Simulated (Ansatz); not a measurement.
`[OH][Zn][Cl]`, charge 0, multiplicity 1.

Task: Give a relaxed structure at PBE0-D4/def2-TZVP (Ansatz). (Best estimate.)

Result: Ansatz gave: 
```xyz
4

O     1.034    0.158   -0.793
Zn   -0.198   -0.149    0.435
Cl   -1.551   -0.561    1.965
H     0.715    0.552   -1.607
```
Point group Cs.
